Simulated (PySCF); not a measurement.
Hg⁶⁴⁺: ionisation energy

Hg⁶⁴⁺ [Ne] 3s2 3p4 (3P) → Hg⁶⁵⁺ [Ne] 3s2 3p3 (4S), as a difference of total energies. Computed with PySCF 2.14 in an uncontracted even-tempered set (16 s from 18 bohr⁻², ratio 2.5; 10 p from 23 bohr⁻², ratio 2.5; 4 d from 95 bohr⁻², ratio 2.7; 4 f from 140 bohr⁻², ratio 2.7), with the non-relativistic Hamiltonian (point nucleus). Correlated levels: outer shells: 1s2 frozen; virtual orbitals above 40 to 60 times the deepest correlated orbital energy dropped. The calculations carry no spin-orbit coupling.

```tsv
method	ionisation energy (eV)
UHF	7055.7
MP2 (outer shells)	7056.7
SCS-MP2 (outer shells)	7056.7
CCSD (outer shells)	7056.7
CCSD(T) (outer shells)	7056.7
```

Spin-orbit coupling is strong in these open shells (close to jj coupling). The scalar numbers leave it out and a first-order estimate fails, so it can dominate the gap to the real levels.

The ground level that NIST lists for one species does not belong to the high-spin term computed here, so part of any gap is the choice of state.

The gap to the reference is mostly relativistic.

For comparison: 7211 ± 24 eV (theoretical estimate listed by NIST; NIST Atomic Spectra Database, ionization energies).
